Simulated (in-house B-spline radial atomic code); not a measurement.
Si³⁺ is squeezed into an impenetrable sphere of radius R (the orbitals vanish at R). Caution: exact exchange at fractional occupations of open shells leaves self-interaction of up to several eV. Computed with a B-spline radial code for spherical atoms: non-relativistic PBE0, spin-polarised, spherical fractional occupations, point nucleus.

Energies in eV above the free ion in [Ne] 3s1:

```json
{"R (bohr)": "8.35", "highest level (eV)": "-41.5", "[Ne] 3s1": "0", "[He] 2s2 2p5 3s1 3d1": "125", "[Ne] 3d1": "20.76", "-dE/dV in [Ne] 3s1 (GPa)": "1.04e-05"}
{"R (bohr)": "6.87", "highest level (eV)": "-41.5", "[Ne] 3s1": "0.000201", "[He] 2s2 2p5 3s1 3d1": "125", "[Ne] 3d1": "20.79", "-dE/dV in [Ne] 3s1 (GPa)": "0.00106"}
{"R (bohr)": "5.08", "highest level (eV)": "-41.5", "[Ne] 3s1": "0.02913", "[He] 2s2 2p5 3s1 3d1": "125.2", "[Ne] 3d1": "21.27", "-dE/dV in [Ne] 3s1 (GPa)": "0.253"}
{"R (bohr)": "4.45", "highest level (eV)": "-41.3", "[Ne] 3s1": "0.1442", "[He] 2s2 2p5 3s1 3d1": "125.7", "[Ne] 3d1": "22.01", "-dE/dV in [Ne] 3s1 (GPa)": "1.54"}
{"R (bohr)": "3.87", "highest level (eV)": "-40.8", "[Ne] 3s1": "0.5747", "[He] 2s2 2p5 3s1 3d1": "127", "[Ne] 3d1": "23.52", "-dE/dV in [Ne] 3s1 (GPa)": "7.63"}
{"R (bohr)": "3.05", "highest level (eV)": "-37.5", "[Ne] 3s1": "3.543", "[He] 2s2 2p5 3s1 3d1": "133.3", "[Ne] 3d1": "29.02", "-dE/dV in [Ne] 3s1 (GPa)": "70.3"}
{"R (bohr)": "2.68", "highest level (eV)": "-32.9", "[Ne] 3s1": "7.802", "[He] 2s2 2p5 3s1 3d1": "141.3", "[Ne] 3d1": "34.41", "-dE/dV in [Ne] 3s1 (GPa)": "199"}
{"R (bohr)": "2.4", "highest level (eV)": "-26.1", "[Ne] 3s1": "14.21", "[He] 2s2 2p5 3s1 3d1": "152.5", "[Ne] 3d1": "40.98", "-dE/dV in [Ne] 3s1 (GPa)": "459"}
{"R (bohr)": "1.94", "highest level (eV)": "-0.628", "[Ne] 3s1": "39.85", "[He] 2s2 2p5 3s1 3d1": "193.2", "[Ne] 3d1": "61.82", "-dE/dV in [Ne] 3s1 (GPa)": "2150"}
{"R (bohr)": "1.31", "highest level (eV)": "144", "[Ne] 3s1": "218.6", "[He] 2s2 2p5 3s1 3d1": "431.6", "[Ne] 3d1": "182", "-dE/dV in [Ne] 3s1 (GPa)": "34600"}
```

(1) Does [He] 2s2 2p5 3s1 3d1 fall below [Ne] 3s1 under compression?

(2) Does [Ne] 3d1 fall below [Ne] 3s1 under compression?

The highest level is first positive in the row R = 1.31 bohr, pushed up by confinement above the zero of the free ion's potential. Each configuration is held fixed and needn't be the lowest in the sphere.

## Answers

(1) No, it stays above over the whole range.

(2) Yes, between R = 1.94 and 1.31 bohr the order changes (near 1.7 bohr by linear interpolation).
